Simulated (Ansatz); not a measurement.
Ansatz (an electronic-structure program) input (HF/6-31G*):

Ansatz 0.2 input:
```yaml
crystal:
  periodic: [false, false, false]
  atoms:
    - {symbol: C, position_ang: [-1.24678795, 0.77119317, 0.42036701]}
    - {symbol: N, position_ang: [-0.66373956, -0.54352527, 0.23715600]}
    - {symbol: B, position_ang: [0.62914788, -0.81671754, -0.20613203]}
    - {symbol: O, position_ang: [1.50990808, 0.16984852, -0.52454815]}
    - {symbol: H, position_ang: [-1.54525342, 0.93275944, 1.45234823]}
    - {symbol: H, position_ang: [-0.51629476, 1.52198054, 0.15722137]}
    - {symbol: H, position_ang: [-2.12031524, 0.90945767, -0.21050819]}
    - {symbol: H, position_ang: [-1.26528907, -1.30513076, 0.45586094]}
    - {symbol: H, position_ang: [2.34905303, -0.15674954, -0.81017107]}
basis:
  gaussian:
    orbitals: 6-31G*
hamiltonian:
  xc: {name: HF}
magnetization: {spin_polarized: true, initial_magnetization: 1}
phonons: {temperatures: {t_min: 298.15, t_max: 298.15, t_step: 100}}
```

Output:

```
Functional definition: HF
integrals: 0.02 GiB planned
798 factors; integrals over basis functions are off by at most 3.4e-4 eV
mean field: 0.22 GiB planned
mean field evaluation 1: about -5297.1119 eV, gradient 2.6e1 eV
mean field evaluation 2: about -5297.1753 eV, gradient 2.6e1 eV
mean field evaluation 4: about -5300.5215 eV, gradient 3.1e0 eV
mean field evaluation 8: about -5300.6246 eV, gradient 2.2e-1 eV
mean field -5300.62546761 eV, -194.7943930417 hartree, gradient 6.4e-5 eV, S^2 0.754159; 0 other end points of the search recorded, 0 dependent functions left out
the calculation of the forces begins
reference -5300.62546761 eV, -194.7943930417 hartree; 16, 15 occupied and 54, 55 virtual orbitals, 798 factors
these checks for a lower state are left out or cut short: stability, starts, cluster_reference, orbital_swaps, neighbouring_geometries, increment
integrals: 0.02 GiB planned
798 factors; integrals over basis functions are off by at most 3.4e-4 eV
mean field: 0.22 GiB planned
mean field evaluation 16: about -5300.6252 eV, gradient 1.0e-1 eV
mean field -5300.62526551 eV, -194.7943856147 hartree, gradient 1.8e-6 eV, S^2 0.754154; 0 other end points of the search recorded, 0 dependent functions left out
the calculation of the forces begins
reference -5300.62526551 eV, -194.7943856147 hartree; 16, 15 occupied and 54, 55 virtual orbitals, 798 factors
these checks for a lower state are left out or cut short: stability, starts, cluster_reference, orbital_swaps, neighbouring_geometries, increment
integrals: 0.02 GiB planned
798 factors; integrals over basis functions are off by at most 3.5e-4 eV
mean field: 0.22 GiB planned
mean field -5300.62526364 eV, -194.7943855459 hartree, gradient 1.6e-6 eV, S^2 0.754164; 0 other end points of the search recorded, 0 dependent functions left out
the calculation of the forces begins
reference -5300.62526364 eV, -194.7943855459 hartree; 16, 15 occupied and 54, 55 virtual orbitals, 798 factors
these checks for a lower state are left out or cut short: stability, starts, cluster_reference, orbital_swaps, neighbouring_geometries, increment
integrals: 0.02 GiB planned
798 factors; integrals over basis functions are off by at most 3.4e-4 eV
mean field: 0.22 GiB planned
mean field evaluation 32: about -5300.6253 eV, gradient 2.2e-4 eV
mean field -5300.62528126 eV, -194.7943861935 hartree, gradient 2.2e-6 eV, S^2 0.754153; 0 other end points of the search recorded, 0 dependent functions left out
the calculation of the forces begins
reference -5300.62528126 eV, -194.7943861935 hartree; 16, 15 occupied and 54, 55 virtual orbitals, 798 factors
these checks for a lower state are left out or cut short: stability, starts, cluster_reference, orbital_swaps, neighbouring_geometries, increment
integrals: 0.02 GiB planned
798 factors; integrals over basis functions are off by at most 3.4e-4 eV
mean field: 0.22 GiB planned
mean field -5300.62528239 eV, -194.7943862350 hartree, gradient 2.0e-6 eV, S^2 0.754166; 0 other end points of the search recorded, 0 dependent functions left out
the calculation of the forces begins
reference -5300.62528239 eV, -194.7943862350 hartree; 16, 15 occupied and 54, 55 virtual orbitals, 798 factors
these checks for a lower state are left out or cut short: stability, starts, cluster_reference, orbital_swaps, neighbouring_geometries, increment
integrals: 0.02 GiB planned
798 factors; integrals over basis functions are off by at most 3.4e-4 eV
mean field: 0.22 GiB planned
mean field -5300.62520595 eV, -194.7943834259 hartree, gradient 1.9e-6 eV, S^2 0.754169; 0 other end points of the search recorded, 0 dependent functions left out
the calculation of the forces begins
reference -5300.62520595 eV, -194.7943834259 hartree; 16, 15 occupied and 54, 55 virtual orbitals, 798 factors
these checks for a lower state are left out or cut short: stability, starts, cluster_reference, orbital_swaps, neighbouring_geometries, increment
integrals: 0.02 GiB planned
798 factors; integrals over basis functions are off by at most 3.4e-4 eV
mean field: 0.22 GiB planned
mean field -5300.62520838 eV, -194.7943835153 hartree, gradient 2.1e-6 eV, S^2 0.754150; 0 other end points of the search recorded, 0 dependent functions left out
the calculation of the forces begins
reference -5300.62520838 eV, -194.7943835153 hartree; 16, 15 occupied and 54, 55 virtual orbitals, 798 factors
these checks for a lower state are left out or cut short: stability, starts, cluster_reference, orbital_swaps, neighbouring_geometries, increment
integrals: 0.02 GiB planned
798 factors; integrals over basis functions are off by at most 3.4e-4 eV
mean field: 0.22 GiB planned
mean field -5300.62534564 eV, -194.7943885595 hartree, gradient 2.5e-6 eV, S^2 0.754160; 0 other end points of the search recorded, 0 dependent functions left out
[...]
reference -5300.62536378 eV, -194.7943892260 hartree; 16, 15 occupied and 54, 55 virtual orbitals, 798 factors
these checks for a lower state are left out or cut short: stability, starts, cluster_reference, orbital_swaps, neighbouring_geometries, increment
integrals: 0.02 GiB planned
798 factors; integrals over basis functions are off by at most 3.5e-4 eV
mean field: 0.22 GiB planned
mean field evaluation 160: about -5300.6254 eV, gradient 2.0e-6 eV
mean field -5300.62539550 eV, -194.7943903918 hartree, gradient 2.0e-6 eV, S^2 0.754160; 0 other end points of the search recorded, 0 dependent functions left out
the calculation of the forces begins
reference -5300.62539550 eV, -194.7943903918 hartree; 16, 15 occupied and 54, 55 virtual orbitals, 798 factors
these checks for a lower state are left out or cut short: stability, starts, cluster_reference, orbital_swaps, neighbouring_geometries, increment
integrals: 0.02 GiB planned
798 factors; integrals over basis functions are off by at most 3.4e-4 eV
mean field: 0.22 GiB planned
mean field -5300.62539570 eV, -194.7943903989 hartree, gradient 2.5e-6 eV, S^2 0.754159; 0 other end points of the search recorded, 0 dependent functions left out
the calculation of the forces begins
reference -5300.62539570 eV, -194.7943903989 hartree; 16, 15 occupied and 54, 55 virtual orbitals, 798 factors
these checks for a lower state are left out or cut short: stability, starts, cluster_reference, orbital_swaps, neighbouring_geometries, increment
integrals: 0.02 GiB planned
798 factors; integrals over basis functions are off by at most 3.4e-4 eV
mean field: 0.22 GiB planned
mean field -5300.62542480 eV, -194.7943914685 hartree, gradient 1.7e-6 eV, S^2 0.754160; 0 other end points of the search recorded, 0 dependent functions left out
the calculation of the forces begins
reference -5300.62542480 eV, -194.7943914685 hartree; 16, 15 occupied and 54, 55 virtual orbitals, 798 factors
these checks for a lower state are left out or cut short: stability, starts, cluster_reference, orbital_swaps, neighbouring_geometries, increment
integrals: 0.02 GiB planned
798 factors; integrals over basis functions are off by at most 3.4e-4 eV
mean field: 0.22 GiB planned
mean field -5300.62542589 eV, -194.7943915086 hartree, gradient 1.6e-6 eV, S^2 0.754158; 0 other end points of the search recorded, 0 dependent functions left out
the calculation of the forces begins
reference -5300.62542589 eV, -194.7943915086 hartree; 16, 15 occupied and 54, 55 virtual orbitals, 798 factors
these checks for a lower state are left out or cut short: stability, starts, cluster_reference, orbital_swaps, neighbouring_geometries, increment
integrals: 0.02 GiB planned
798 factors; integrals over basis functions are off by at most 3.4e-4 eV
mean field: 0.22 GiB planned
mean field -5300.62538561 eV, -194.7943900281 hartree, gradient 2.8e-6 eV, S^2 0.754159; 0 other end points of the search recorded, 0 dependent functions left out
the calculation of the forces begins
reference -5300.62538561 eV, -194.7943900281 hartree; 16, 15 occupied and 54, 55 virtual orbitals, 798 factors
these checks for a lower state are left out or cut short: stability, starts, cluster_reference, orbital_swaps, neighbouring_geometries, increment
integrals: 0.02 GiB planned
798 factors; integrals over basis functions are off by at most 3.4e-4 eV
mean field: 0.22 GiB planned
mean field evaluation 192: about -5300.6254 eV, gradient 2.8e-6 eV
mean field -5300.62538724 eV, -194.7943900881 hartree, gradient 2.9e-6 eV, S^2 0.754160; 0 other end points of the search recorded, 0 dependent functions left out
the calculation of the forces begins
reference -5300.62538724 eV, -194.7943900881 hartree; 16, 15 occupied and 54, 55 virtual orbitals, 798 factors
these checks for a lower state are left out or cut short: stability, starts, cluster_reference, orbital_swaps, neighbouring_geometries, increment
integrals: 0.02 GiB planned
798 factors; integrals over basis functions are off by at most 3.4e-4 eV
mean field: 0.22 GiB planned
mean field -5300.62541384 eV, -194.7943910658 hartree, gradient 2.8e-6 eV, S^2 0.754160; 0 other end points of the search recorded, 0 dependent functions left out
the calculation of the forces begins
reference -5300.62541384 eV, -194.7943910658 hartree; 16, 15 occupied and 54, 55 virtual orbitals, 798 factors
these checks for a lower state are left out or cut short: stability, starts, cluster_reference, orbital_swaps, neighbouring_geometries, increment
integrals: 0.02 GiB planned
798 factors; integrals over basis functions are off by at most 3.4e-4 eV
mean field: 0.22 GiB planned
mean field -5300.62541374 eV, -194.7943910621 hartree, gradient 2.9e-6 eV, S^2 0.754158; 0 other end points of the search recorded, 0 dependent functions left out
the calculation of the forces begins
reference -5300.62541374 eV, -194.7943910621 hartree; 16, 15 occupied and 54, 55 virtual orbitals, 798 factors
these checks for a lower state are left out or cut short: stability, starts, cluster_reference, orbital_swaps, neighbouring_geometries, increment
integrals: 0.02 GiB planned
798 factors; integrals over basis functions are off by at most 3.4e-4 eV
mean field: 0.22 GiB planned
mean field -5300.62529896 eV, -194.7943868438 hartree, gradient 2.1e-6 eV, S^2 0.754158; 0 other end points of the search recorded, 0 dependent functions left out
the calculation of the forces begins
reference -5300.62529896 eV, -194.7943868438 hartree; 16, 15 occupied and 54, 55 virtual orbitals, 798 factors
these checks for a lower state are left out or cut short: stability, starts, cluster_reference, orbital_swaps, neighbouring_geometries, increment
integrals: 0.02 GiB planned
798 factors; integrals over basis functions are off by at most 3.4e-4 eV
mean field: 0.22 GiB planned
mean field -5300.62529654 eV, -194.7943867549 hartree, gradient 2.8e-6 eV, S^2 0.754160; 0 other end points of the search recorded, 0 dependent functions left out
the calculation of the forces begins
reference -5300.62529654 eV, -194.7943867549 hartree; 16, 15 occupied and 54, 55 virtual orbitals, 798 factors
these checks for a lower state are left out or cut short: stability, starts, cluster_reference, orbital_swaps, neighbouring_geometries, increment
integrals: 0.02 GiB planned
798 factors; integrals over basis functions are off by at most 3.4e-4 eV
mean field: 0.22 GiB planned
mean field evaluation 224: about -5300.6255 eV, gradient 6.5e-5 eV
mean field -5300.62545125 eV, -194.7943924403 hartree, gradient 2.4e-6 eV, S^2 0.754160; 0 other end points of the search recorded, 0 dependent functions left out
the calculation of the forces begins
reference -5300.62545125 eV, -194.7943924403 hartree; 16, 15 occupied and 54, 55 virtual orbitals, 798 factors
these checks for a lower state are left out or cut short: stability, starts, cluster_reference, orbital_swaps, neighbouring_geometries, increment
integrals: 0.02 GiB planned
798 factors; integrals over basis functions are off by at most 3.4e-4 eV
mean field: 0.22 GiB planned
mean field -5300.62545072 eV, -194.7943924211 hartree, gradient 2.6e-6 eV, S^2 0.754159; 0 other end points of the search recorded, 0 dependent functions left out
the calculation of the forces begins
reference -5300.62545072 eV, -194.7943924211 hartree; 16, 15 occupied and 54, 55 virtual orbitals, 798 factors
Total energy: -5300.62546761 eV, -194.7943930417 hartree
Atom 0 at    -1.246788     0.771193     0.420367 Å, force     0.000399     0.000330    -0.000143 eV/Å
Atom 1 at    -0.663740    -0.543525     0.237156 Å, force    -0.000294     0.000322     0.000097 eV/Å
Atom 2 at     0.629148    -0.816718    -0.206132 Å, force    -0.000324    -0.000194     0.000115 eV/Å
Atom 3 at     1.509908     0.169849    -0.524548 Å, force     0.000134     0.000466    -0.000053 eV/Å
Atom 4 at    -1.545253     0.932759     1.452348 Å, force     0.000149    -0.000503    -0.000049 eV/Å
Atom 5 at    -0.516295     1.521981     0.157221 Å, force    -0.000093     0.000308     0.000028 eV/Å
Atom 6 at    -2.120315     0.909458    -0.210508 Å, force     0.000152    -0.000503    -0.000040 eV/Å
Atom 7 at    -1.265289    -1.305131     0.455861 Å, force    -0.000261    -0.000026     0.000091 eV/Å
Atom 8 at     2.349053    -0.156750    -0.810171 Å, force     0.000139    -0.000200    -0.000045 eV/Å
Dipole moment:    -0.048270    -0.107567     0.018200 e Å
Vibrations: 116.41 246.43 315.61 480.75 608.06 642.34 960.56 1133.32 1189.99 1253.02 1299.01 1466.38 1611.99 1638.83 1646.57 1685.48 3195.96 3239.11 3323.27 3866.33 4156.45 cm⁻¹, zero-point energy 2.112437 eV
```

The blocks after the first are displaced geometries, from whose forces the wavenumbers follow.
